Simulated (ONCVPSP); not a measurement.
## What one change does to a pseudopotential (Ag, ONCV)

```
Element                 : Ag
Generator               : ONCVPSP 4.0.1
Type                    : optimised norm-conserving Vanderbilt (ONCV)
Functional              : PBEsol
Relativity              : scalar-relativistic
Frozen core             : [Ar] 3d10
Valence charge          : 19
Reference configuration : 4s2 4p6 4d10 (charge +1)
Partial waves           : 4s: rc 1.55 bohr, ncon 3, nbas 7, qcut 7.5 1/bohr, 2 projectors, debl 2.6 Ha; 4p: rc 1.60 bohr, ncon 3, nbas 6, qcut 9.8 1/bohr, 1 projector; 4d: rc 1.70 bohr, ncon 4, nbas 9, qcut 8.1 1/bohr, 2 projectors, debl 2.5 Ha
Local potential         : polynomial inside 1.00 bohr (lpopt 5, dvloc0 -1 Ha)
Core correction         : none
```

In the s channel the program set the typed energies aside and used -3.792, 0.250 Ha.

Change: d: rc 2.36.

Cutoffs: the cutoffs (Ha) at which the residual kinetic energy of the hardest occupied pseudo-wave falls to 1 and 0.1 mHa per electron; they do not see the model core or the augmentation charge, which bear on the density cutoff. Errors are all-electron minus pseudo energies relative to the spin-unpolarised reference configuration.

Problem. How do hardness, ghosts and transferability respond?

Solution. The potential gets softer (26 Ha and 30 Ha → 21 Ha and 28 Ha); of the 4 tests that both files solve, the error grows in 4 and shrinks in 0 by more than 15 % and 0.3 meV (median size 4.9 → 37.8 meV); neither file shows a bound ghost. A larger radius leaves more room for a smooth pseudo-wave, so fewer plane waves are needed. More of the atom is replaced by a form fitted at one configuration, so other configurations suffer.

```tsv
quantity	base	changed
cutoff, loose	26 Ha	21 Ha
cutoff, tight	30 Ha	28 Ha
loose cutoff by channel	s 19 Ha, p 18 Ha, d 26 Ha	s 19 Ha, p 18 Ha, d 21 Ha
bound ghosts	none	none
GHOST(+) flags under 300 eV	s at 144.9 eV	s at 144.9 eV
error for 4s2 4p6 4d10 5s1, meV [ΔE -7.75 eV]	+2.4	+4.4
error for 4s2 4p6 4d9, meV [ΔE 22.11 eV]	+0.7	+23
error for 4s2 4p6 4d8, meV [ΔE 58.30 eV]	+17	+151
error for 4s2 4p6 4d9 5s2, meV [ΔE -3.70 eV]	+7.3	+53
s: phases at 1.57 bohr within 0.05 rad from the reference energy up to (Ha; the scan ends near 5)	4.5	4.5
p: phases at 1.62 bohr within 0.05 rad from the reference energy up to (Ha; the scan ends near 5)	0.0	0.0
```
